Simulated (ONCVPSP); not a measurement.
## Pseudopotential generation for B: ONCV, PBE, scalar-relativistic.

The input file (ONCVPSP 4.0.1):

```
# ATOM AND REFERENCE CONFIGURATION
# atsym  z   nc   nv     iexc    psfile
  B 5.00    1    2        4      upf
#
#   n    l    f
    1    0    2.00
    2    0    1.75
    2    1    1.25
#
# PSEUDOPOTENTIAL AND OPTIMIZATION
# lmax
    2
#
#   l,   rc,      ep,       ncon, nbas, qcut
    0    1.55    0.00    4    8    4.20
    1    2.55    0.00    4    8    4.70
    2    2.65    0.10    3    6    3.60
#
# LOCAL POTENTIAL
# lloc, lpopt,  rc(5),   dvloc0
    4    2    1.55    3.00
#
# VANDERBILT-KLEINMAN-BYLANDER PROJECTORs
# l, nproj, debl
    0    1    2.10
    1    2    3.80
    2    3    1.40
#
# MODEL CORE CHARGE
# icmod, fcfact, rcfact
    3    5.75    1.00
#
# LOG DERIVATIVE ANALYSIS
# epsh1, epsh2, depsh
   -2.00    5.00    0.02
#
# OUTPUT GRID
# rlmax, drl
    6.00    0.01
#
# TEST CONFIGURATIONS
# ncnf
    4
# nvcnf
#   n    l    f
    2
    2    0    2.00
    2    1    1.00
#
    2
    2    0    2.00
    2    1    0.00
#
    2
    2    0    1.00
    2    1    0.00
#
    2
    2    0    2.00
    2    1    0.50
#
```

Command:

```bash
oncvpsp.x < B.dat > B.out
```

The program printed (shortened: citation, most of the input echo, consistency checks and plot data are left out):

```
ONCVPSP  (Optimized Norm-Conservinng Vanderbilt PSeudopotential)
scalar-relativistic version 4.0.1

#   n    l    f        energy (Ha)
    1    0    2.00    -6.6477080E+00
    2    0    1.75    -3.5176931E-01
    2    1    1.25    -1.3698807E-01

Reference configufation results
  iterations    23
  all-electron total energy (Ha)   -2.45495376D+01

Begin loop to  construct optimized pseudo wave functions
and semi-local pseudopoentials for all angular momenta

Calculating optimized projector #   1

 for l=   0

    Fraction of norm inside rc  0.366576
    Optimizing pswf for qcut=   4.21 a_B^-1,  ecut=   8.86 Ha
    Residual kinetic energy error=  1.29D-03 Ha

    Energy error per electron        Cutoff
         Ha          eV             Ha
         0.01000     0.27211        4.95
         0.00100     0.02721        9.60
         0.00010     0.00272       59.29
         0.00001     0.00027       73.87

   Wellstate for l =  1  n =  6
     eigenvalue =   3.6630
     asymptotic potential =   4.1630
     half-point radius =  4.7370

Calculating optimized projector #   1

 for l=   1

    Fraction of norm inside rc  0.666432
    Optimizing pswf for qcut=   4.70 a_B^-1,  ecut=  11.06 Ha
    Residual kinetic energy error=  7.19D-06 Ha

    Energy error per electron        Cutoff
         Ha          eV             Ha
         0.01000     0.27211        5.37
         0.00100     0.02721        7.61
         0.00010     0.00272        9.25
         0.00001     0.00027       11.48

Calculating optimized projector #   2

 for l=   1

    Fraction of norm inside rc  0.158328
    Optimizing pswf for qcut=   4.70 a_B^-1,  ecut=  11.06 Ha
    Residual kinetic energy error=  3.78D-03 Ha

    Energy error per electron        Cutoff
         Ha          eV             Ha
         0.01000     0.27211        9.81
         0.00100     0.02721       19.80
         0.00010     0.00272       40.31
         0.00001     0.00027       50.54

   Wellstate for l =  2  n =  3
     eigenvalue =   0.1000
     asymptotic potential =   0.6000
     half-point radius = 14.6996

   Wellstate for l =  2  n =  5
     eigenvalue =   1.5000
     asymptotic potential =   2.0000
     half-point radius =  5.7338

   Wellstate for l =  2  n =  6
     eigenvalue =   2.9000
     asymptotic potential =   3.4000
     half-point radius =  5.0889

Calculating optimized projector #   1

 for l=   2

    Fraction of norm inside rc  0.017215
    Optimizing pswf for qcut=   3.61 a_B^-1,  ecut=   6.51 Ha
    Residual kinetic energy error=  8.78D-07 Ha

    Energy error per electron        Cutoff
         Ha          eV             Ha
         0.01000     0.27211        0.40
         0.00100     0.02721        1.37
         0.00010     0.00272        3.07
         0.00001     0.00027        4.81

Calculating optimized projector #   2

 for l=   2

    Fraction of norm inside rc  0.209848
    Optimizing pswf for qcut=   3.61 a_B^-1,  ecut=   6.51 Ha
    Residual kinetic energy error=  1.34D-03 Ha

    Energy error per electron        Cutoff
         Ha          eV             Ha
         0.01000     0.27211        4.51
         0.00100     0.02721        6.81
         0.00010     0.00272       14.04
         0.00001     0.00027       25.07

Calculating optimized projector #   3

 for l=   2

    Fraction of norm inside rc  0.193136
    Optimizing pswf for qcut=   3.61 a_B^-1,  ecut=   6.51 Ha
    Residual kinetic energy error=  9.57D-03 Ha

    Energy error per electron        Cutoff
         Ha          eV             Ha
         0.01000     0.27211        6.53
         0.00100     0.02721        9.40
         0.00010     0.00272       16.72
         0.00001     0.00027       34.29

Construct Vanderbilt / Kleinmman-Bylander projectors

B matrix Hermiticity error, ll=   1
   1   2    1.2357E-06

  Orthonormal projector coefficients -3.5874E+00 -9.5339E-01

B matrix Hermiticity error, ll=   2
   1   2   -4.2842E-06
   1   3   -3.4397E-07
   2   3    2.4251E-05

  Orthonormal projector coefficients -2.4309E+00 -9.4056E-01 -1.7006E-01

Model core correction analysis
  based on d2Exc/dn_idn_j

d2excae - all-electron derivatives

   -4.924349D-02   -4.090171D-02
   -4.090769D-02   -3.740530D-02

d2excps - pseudofunction derivatives with no core correction

   -4.952640D-02   -4.314121D-02
   -4.314481D-02   -4.009680D-02

rms 2nd derivative error    2.082318E-03

rmatch, rhocmatch    0.7436    0.8992

Teter function model core charge with specified parameters

d2excps - pseudofunction derivatives with core correction

   -4.921194D-02   -4.359731D-02
   -4.360103D-02   -4.053844D-02

rms 2nd derivative error    2.466668E-03

Pseudoatom total energy   -2.533522

Diagnostic tests using Vanderbilt-Kleinman-Bylander pseudopotentials
  1 or more projectors used as specified by nproj input data

   l    rcore       rmatch      e in        delta e   norm test  slope test

   0   1.5519534   1.5990740  -0.3517693  -0.0000022   0.9999996   1.0000316

   1   2.5651280   2.6430109  -0.1369881  -0.0000003   0.9999994   1.0000034
   1   2.5651280   2.6430109   3.6630119   0.0000372   0.9999769   0.9999769

   2   2.6588690   2.7395980   0.1000000  -0.0000148   1.0000100   1.0000100
   2   2.6588690   2.7395980   1.5000000  -0.0000006   1.0000692   1.0000692
   2   2.6588690   2.7395980   2.9000000  -0.0000409   1.0001182   1.0001182

 Testing for bound ghosts
   n   l    E NL Schr. Eq   E Basis Diag.   E Cutoff

   1   0       -0.351772       -0.339288     77.50

   2   1       -0.136988       -0.135656     45.90

 Testing for highly-localized positive-energy ghosts
       l    <radius>/rc     E Basis Diag.   E Cutoff

Test configuration 0

   n   l     f        eae           eps        diff
   1   0  2.0000   -6.64770798
   2   0  1.7500   -0.35176931   -0.35177150   -2.19D-06
   2   1  1.2500   -0.13698807   -0.13698841   -3.41D-07

    Total energies and differences
      AE_ref= -2.45495376D+01  AE_tst= -2.45495376D+01  dif=  0.00D+00
      PS_ref= -2.53352155D+00  PS_tst= -2.53352155D+00  dif=  5.77D-15
      PSP excitation error= -5.77D-15

Test configuration 1

   n   l     f        eae           eps        diff
   1   0  2.0000   -6.63656389
   2   0  2.0000   -0.34702672   -0.34660861    4.18D-04
   2   1  1.0000   -0.13254806   -0.13232990    2.18D-04

    Total energies and differences
      AE_ref= -2.45495376D+01  AE_tst= -2.46031956D+01  dif= -5.37D-02
      PS_ref= -2.53352155D+00  PS_tst= -2.58715517D+00  dif= -5.36D-02
      PSP excitation error= -2.44D-05

Test configuration 2

   n   l     f        eae           eps        diff
   1   0  2.0000   -7.11562878
   2   0  2.0000   -0.71701471   -0.71241160    4.60D-03

    Total energies and differences
      AE_ref= -2.45495376D+01  AE_tst= -2.43011379D+01  dif=  2.48D-01
      PS_ref= -2.53352155D+00  PS_tst= -2.28776013D+00  dif=  2.46D-01
      PSP excitation error=  2.64D-03

Test configuration 3

   n   l     f        eae           eps        diff
   1   0  2.0000   -7.76055369
   2   0  1.0000   -1.15669543   -1.14795515    8.74D-03

    Total energies and differences
      AE_ref= -2.45495376D+01  AE_tst= -2.33668887D+01  dif=  1.18D+00
      PS_ref= -2.53352155D+00  PS_tst= -1.35994879D+00  dif=  1.17D+00
      PSP excitation error=  9.08D-03

Test configuration 4

   n   l     f        eae           eps        diff
   1   0  2.0000   -6.85128711
   2   0  2.0000   -0.51925661   -0.51792815    1.33D-03
   2   1  0.5000   -0.29720320   -0.29516842    2.03D-03

    Total energies and differences
      AE_ref= -2.45495376D+01  AE_tst= -2.44970902D+01  dif=  5.24D-02
      PS_ref= -2.53352155D+00  PS_tst= -2.48150313D+00  dif=  5.20D-02
      PSP excitation error=  4.29D-04
```

The run took about 3.6 s on one core of a shared server CPU.
